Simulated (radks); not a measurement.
Q: Ir57+, configuration [Ar] 3d2. Calculated with a radial shooting solver on a logarithmic mesh with Libxc functionals: Dirac Kohn-Sham, PBE, spin-unpolarised, spherical densities, finite nucleus; open shells fill j = l - 1/2 first; Fermi nuclear charge, rms radius 5.4032 fm. Some entries of the table are withheld. Estimate them.

orbital  occ.  eigenvalue (hartree)  <r> (bohr)
1s1/2       2             -2942.238     0.01744
2s1/2       2             -634.3221         (1)
2p1/2       2             -615.1824     0.05974
2p3/2       4             -554.5725     0.06785
3s1/2       2             -242.8684         (2)
3p1/2       2             -235.3250      0.1687
3p3/2       4             -220.0148      0.1813
3d3/2       2                   (3)         (4)
3d5/2       0                   (5)         (6)

A: 
(1) 2s1/2 <r> (bohr): 0.07245
(2) 3s1/2 <r> (bohr): 0.1793
(3) 3d3/2 eigenvalue (hartree): -209.1270
(4) 3d3/2 <r> (bohr): 0.1558
(5) 3d5/2 eigenvalue (hartree): -205.6148
(6) 3d5/2 <r> (bohr): 0.1597
